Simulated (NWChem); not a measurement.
The numbers come from NWChem runs, not from measurements. System: HCu, charge 0, spin multiplicity 1, at a geometry optimised with PBE/def2-SVP. The structure started from a generated list of species. Level: CCSD(T)/def2-TZVP, 9 core orbitals frozen.

The NWChem input:

```
start mol
memory heap 100 mb stack 700 mb global 1900 mb
geometry units angstroms nocenter noautoz
  Cu     0.000000     0.000000     0.048775
  H      0.000000     0.000000    -1.414468
  symmetry group C2v
end
basis spherical
  * library def2-tzvp
end
scf
  rhf
  nopen 0
  maxiter 100
  thresh 1e-7
  semidirect memsize 60000000 filesize 0
end
tce
  freeze core 9
  ccsd(t)
  2eorb
  2emet 13
  thresh 1e-6
  maxiter 100
  tilesize 24
end
task tce energy
```

Output (cleaned and shortened):

```
             Northwest Computational Chemistry Package (NWChem) 7.3.0
             --------------------------------------------------------

                                NWChem Input Module
                                -------------------

 Scaling coordinates for geometry "geometry" by  1.889725989
 (inverse scale =  0.529177249)

 Turning off AUTOSYM since
 SYMMETRY directive was detected!

                             Geometry "geometry" -> ""
                             -------------------------

 Output coordinates in angstroms (scale by  1.889725989 to convert to a.u.)

  No.       Tag          Charge          X              Y              Z
 ---- ---------------- ---------- -------------- -------------- --------------
    1 Cu                  29.0000     0.00000000     0.00000000     0.04877500
    2 H                    1.0000     0.00000000     0.00000000    -1.41446800

 Effective nuclear repulsion energy (a.u.)      10.4877591904

            Nuclear Dipole moment (a.u.)
            ----------------------------
        X                 Y               Z
 ---------------- ---------------- ----------------
     0.0000000000     0.0000000000     0.0000132281

      Symmetry information
      --------------------

 Group name             C2v
 Group number             16
 Group order               4
 No. of unique centers     2

      Symmetry unique atoms

     1    2


 Summary of "ao basis" -> "" (spherical)
 ------------------------------------------------------------------------------
       Tag                 Description            Shells   Functions and Types
 ---------------- ------------------------------  ------  ---------------------
 *                         def2-tzvp                  on all atoms

 Summary of "ao basis" -> "ao basis" (spherical)
 ------------------------------------------------------------------------------
       Tag                 Description            Shells   Functions and Types
 ---------------- ------------------------------  ------  ---------------------
 Cu                        def2-tzvp                15       45   6s4p4d1f
 H                         def2-tzvp                 4        6   3s1p

                                 NWChem SCF Module
                                 -----------------

  ao basis        = "ao basis"
  functions       =    51
  atoms           =     2
  closed shells   =    15
  open shells     =     0
  charge          =   0.00
  wavefunction    = RHF
  use symmetry    = T
  symmetry adapt  = T

 Summary of "ao basis" -> "ao basis" (spherical)
 ------------------------------------------------------------------------------
       Tag                 Description            Shells   Functions and Types
 ---------------- ------------------------------  ------  ---------------------
 Cu                        def2-tzvp                15       45   6s4p4d1f
 H                         def2-tzvp                 4        6   3s1p

      Symmetry analysis of basis
      --------------------------

        a1         24
        a2          5
        b1         11
        b2         11

 Forming initial guess at       0.1s

      Superposition of Atomic Density Guess
      -------------------------------------

 Sum of atomic energies:       -1639.41776422

      Non-variational initial energy
      ------------------------------

 Total energy =   -1639.057045
 1-e energy   =   -2304.351046
 2-e energy   =     654.806242
 HOMO         =      -0.454590
 LUMO         =      -0.086721

      Symmetry analysis of molecular orbitals - initial
      -------------------------------------------------

 !! scf_movecs_sym_adapt:   32 vectors were symmetry contaminated

  Symmetry fudging

 !! scf_movecs_sym_adapt:   32 vectors were symmetry contaminated

  Numbering of irreducible representations:

     1 a1          2 a2          3 b1          4 b2

  Orbital symmetries:

     1 a1          2 a1          3 a1          4 b1          5 b2
     6 a1          7 a1          8 b2          9 b1         10 a1
    11 b1         12 b2         13 a1         14 a2         15 a1
    16 a1         17 a1         18 b2         19 b1         20 a1
    21 b1         22 b2         23 a1         24 a2         25 a1

 Starting SCF solution at       0.6s

 ----------------------------------------------
         Quadratically convergent ROHF

 Convergence threshold     :          1.000E-07
 Maximum no. of iterations :          100
 Final Fock-matrix accuracy:          1.000E-09
 ----------------------------------------------

              iter       energy          gnorm     gmax       time
             ----- ------------------- --------- --------- --------
                 1    -1639.3529264457  2.04D+00  5.15D-01      0.6
                 2    -1639.4470387154  5.33D-01  1.49D-01      0.6
                 3    -1639.4649095025  4.94D-01  1.40D-01      0.6
                 4    -1639.4697111909  1.25D-01  3.44D-02      0.6
                 5    -1639.4706449831  4.55D-03  1.30D-03      0.6
                 6    -1639.4706483037  2.87D-05  8.08D-06      0.6
                 7    -1639.4706483037  4.76D-09  1.76D-09      0.6

       Final RHF  results
       ------------------

         Total SCF energy =  -1639.470648303686
      One-electron energy =  -2310.873413264265
      Two-electron energy =    660.915005770212
 Nuclear repulsion energy =     10.487759190368

        Time for solution =      0.1s

       Symmetry analysis of molecular orbitals - final
       -----------------------------------------------

  Numbering of irreducible representations:

     1 a1          2 a2          3 b1          4 b2

  Orbital symmetries:

     1 a1          2 a1          3 b2          4 b1          5 a1
     6 a1          7 a1          8 b1          9 b2         10 a1
    11 b1         12 b2         13 a1         14 a2         15 a1
    16 a1         17 a1         18 a1         19 b2         20 b1
    21 b2         22 b1         23 a1         24 a2         25 a1

             Final eigenvalues
             -----------------

              1
    1 -328.8107
    2  -40.8429
    3  -35.6413
    4  -35.6413
    5  -35.6403
    6   -5.0324
    7   -3.3469
    8   -3.3416
    9   -3.3416
   10   -0.5179
   11   -0.5088
   12   -0.5088
   13   -0.5061
   14   -0.5061
   15   -0.3351
   16    0.0268
   17    0.1982
   18    0.2300
   19    0.2363
   20    0.2363
   21    0.2657
   22    0.2657
   23    0.2677
   24    0.2677
   25    0.4048

                       ROHF Final Molecular Orbital Analysis
                       -------------------------------------

 Vector   13  Occ=2.000000D+00  E=-5.061334D-01  Symmetry=a1
              MO Center= -6.7D-30,  1.4D-29,  5.0D-02, r^2= 3.7D-01
   Bfn.  Coefficient  Atom+Function         Bfn.  Coefficient  Atom+Function
  ----- ------------  ---------------      ----- ------------  ---------------
    23      0.649219  1 Cu d  2              28      0.395593  1 Cu d  2
    33      0.215593  1 Cu d  2

 Vector   14  Occ=2.000000D+00  E=-5.061334D-01  Symmetry=a2
              MO Center= -1.0D-29, -3.4D-30,  5.0D-02, r^2= 3.7D-01
   Bfn.  Coefficient  Atom+Function         Bfn.  Coefficient  Atom+Function
  ----- ------------  ---------------      ----- ------------  ---------------
    19      0.649219  1 Cu d -2              24      0.395593  1 Cu d -2
    29      0.215593  1 Cu d -2

 Vector   15  Occ=2.000000D+00  E=-3.350992D-01  Symmetry=a1
              MO Center=  5.4D-15, -3.4D-15, -8.9D-01, r^2= 1.8D+00
   Bfn.  Coefficient  Atom+Function         Bfn.  Coefficient  Atom+Function
  ----- ------------  ---------------      ----- ------------  ---------------
     5      0.346162  1 Cu s                 48      0.308464  2 H  s
    47      0.272858  2 H  s                 21     -0.231567  1 Cu d  0

 Vector   16  Occ=0.000000D+00  E= 2.684526D-02  Symmetry=a1
              MO Center= -4.0D-17,  8.6D-17,  9.7D-01, r^2= 5.2D+00
   Bfn.  Coefficient  Atom+Function         Bfn.  Coefficient  Atom+Function
  ----- ------------  ---------------      ----- ------------  ---------------
     6      1.290631  1 Cu s                 48     -1.051553  2 H  s
    36      0.276782  1 Cu d  0

 Vector   17  Occ=0.000000D+00  E= 1.982090D-01  Symmetry=a1
              MO Center= -3.4D-15, -3.7D-15,  2.4D-02, r^2= 6.7D+00
   Bfn.  Coefficient  Atom+Function         Bfn.  Coefficient  Atom+Function
  ----- ------------  ---------------      ----- ------------  ---------------
     5      1.904620  1 Cu s                  6     -1.464451  1 Cu s
     4     -0.326462  1 Cu s                 48     -0.307307  2 H  s
    18      0.236968  1 Cu pz                36      0.230032  1 Cu d  0

 Vector   18  Occ=0.000000D+00  E= 2.300191D-01  Symmetry=a1
              MO Center= -1.5D-14, -1.0D-14,  7.7D-01, r^2= 5.4D+00
   Bfn.  Coefficient  Atom+Function         Bfn.  Coefficient  Atom+Function
  ----- ------------  ---------------      ----- ------------  ---------------
    36      1.190583  1 Cu d  0              48     -0.735123  2 H  s
     6      0.521985  1 Cu s                 18     -0.278338  1 Cu pz
     5     -0.236996  1 Cu s                 31     -0.166783  1 Cu d  0

 center of mass
 --------------
 x =   0.00000000 y =   0.00000000 z =   0.04858570

 moments of inertia (a.u.)
 ------------------
           7.584300997704           0.000000000000           0.000000000000
           0.000000000000           7.584300997704           0.000000000000
           0.000000000000           0.000000000000           0.000000000000

  Mulliken analysis of the total density
  --------------------------------------

    Atom       Charge   Shell Charges
 -----------   ------   -------------------------------------------------------
    1 Cu  29    28.67   2.00  2.00  1.20  0.78  0.49  0.15  5.99  4.77  1.23  0.11  5.51  3.24  1.14  0.04  0.00
    2 H    1     1.33   0.21  0.53  0.58  0.01

       Multipole analysis of the density wrt the origin
       ------------------------------------------------

     L   x y z        total         open         nuclear
     -   - - -        -----         ----         -------
     0   0 0 0     -0.000000      0.000000     30.000000

     1   1 0 0     -0.000000      0.000000      0.000000
     1   0 1 0      0.000000      0.000000      0.000000
     1   0 0 1      1.575818      0.000000      0.000013

     2   2 0 0    -10.272492      0.000000      0.000000
     2   1 1 0     -0.000000      0.000000      0.000000
     2   1 0 1      0.000000      0.000000      0.000000
     2   0 2 0    -10.272492      0.000000      0.000000
     2   0 1 1      0.000000      0.000000      0.000000
     2   0 0 2    -11.939177      0.000000      7.391070

                   NWChem Extensible Many-Electron Theory Module
                   ---------------------------------------------


            General Information
            -------------------
      Number of processors :     1
         Wavefunction type : Restricted Hartree-Fock
          No. of electrons :    30
           Alpha electrons :    15
            Beta electrons :    15
           No. of orbitals :   102
            Alpha orbitals :    51
             Beta orbitals :    51
        Alpha frozen cores :     9
         Beta frozen cores :     9
     Alpha frozen virtuals :     0
      Beta frozen virtuals :     0
         Spin multiplicity : singlet
    Number of AO functions :    51
       Number of AO shells :    19
        Use of symmetry is : on
      Symmetry adaption is : on
         Schwarz screening : 0.10D-09

          Correlation Information
          -----------------------
          Calculation type : Coupled-cluster singles & doubles w/ perturbation
   Perturbative correction : (T)
            Max iterations :      100
        Residual threshold : 0.10D-05
     T(0) DIIS level shift : 0.00D+00
     L(0) DIIS level shift : 0.00D+00
     T(1) DIIS level shift : 0.00D+00
     L(1) DIIS level shift : 0.00D+00
     T(R) DIIS level shift : 0.00D+00
     T(I) DIIS level shift : 0.00D+00
   CC-T/L Amplitude update :  5-th order DIIS
                I/O scheme : Global Array Library
        L-threshold :  0.10D-05
        EOM-threshold :  0.10D-05
 no EOMCCSD initial starts read in
 TCE RESTART OPTIONS
 SLICE:      F
 D4D5:       F
 quantumc:   F
 qrotation:  F
 pwtce:      F
 qducc:      F
 nacto:                         0
 nrotv:                         0
 nrot:                          0

            Memory Information
            ------------------
          Available GA space size is     249034199 doubles
          Available MA space size is     104851068 doubles

 Maximum block size supplied by input
 Maximum block size        24 doubles

 tile_dim =     16

 -------------------------------------------------

 Global array virtual files algorithm will be used

 Parallel file system coherency ......... OK

 4-electron integrals stored in orbital form

 v2    file size   =           238297
 4-index algorithm nr.  13 is used
 imaxsize =       30
 imaxsize ichop =        0


CCSD iterations
 ---------------------------------------------------------
 Iter          Residuum       Correlation     Cpu    Wall
 ---------------------------------------------------------
    1   0.2940005826286  -0.4402657812895     0.2     0.2
    2   0.0897373753853  -0.3692178045082     0.1     0.1
    3   0.0475542534962  -0.3978579129673     0.2     0.2
    4   0.0342472769819  -0.3858099312075     0.2     0.2
    5   0.0251202101833  -0.3942376915440     0.2     0.2
    6   0.0054215858547  -0.3913041271081     0.2     0.2
    7   0.0047081373453  -0.3912660087975     0.2     0.2
    8   0.0030687701220  -0.3914689846335     0.2     0.2
    9   0.0031104327103  -0.3914050548535     0.2     0.2
   10   0.0020079372177  -0.3915956437004     0.2     0.2
   11   0.0005398495183  -0.3918405673599     0.2     0.2
   12   0.0003959687033  -0.3917633637944     0.2     0.2
   13   0.0002156431438  -0.3917793863810     0.2     0.2
   14   0.0002009943288  -0.3917562320526     0.3     0.3
   15   0.0001143208233  -0.3917673272458     0.3     0.3
   16   0.0000655332713  -0.3917593652507     0.3     0.3
   17   0.0000584409404  -0.3917567318735     0.3     0.3
   18   0.0000381535718  -0.3917607804687     0.3     0.3
   19   0.0000390184229  -0.3917594279094     0.2     0.2
   20   0.0000249534723  -0.3917621295987     0.2     0.2
   21   0.0000054631821  -0.3917647228559     0.2     0.2
   22   0.0000044307347  -0.3917638926236     0.2     0.2
   23   0.0000019869360  -0.3917641772907     0.2     0.2
   24   0.0000023105604  -0.3917639232082     0.2     0.2
   25   0.0000012086575  -0.3917640763816     0.2     0.2
   26   0.0000007459750  -0.3917640234171     0.2     0.2
 -----------------------------------------------------------------
 Iterations converged
 CCSD correlation energy / hartree =        -0.391764023417085
 CCSD total energy / hartree       =     -1639.862412327102902

 Singles contributions

 Doubles contributions
 CCSD(T)
 Using plain CCSD(T) code
             total no. of tasks          500
 total no. of tasks / no. procs          500
                         wl_min           64           2.0
                         wl_max       110592           6.9
        thresh for no. of tasks          500

 CCSD[T]  correction energy / hartree =        -0.020400939166605
 CCSD[T] correlation energy / hartree =        -0.412164962583690
 CCSD[T] total energy / hartree       =     -1639.882813266269523
 CCSD(T)  correction energy / hartree =        -0.014366662642669
 CCSD(T) correlation energy / hartree =        -0.406130686059754
 CCSD(T) total energy / hartree       =     -1639.876778989745617

 Task  times  cpu:        8.6s     wall:        8.6s

 Total times  cpu:        8.7s     wall:        8.7s
```
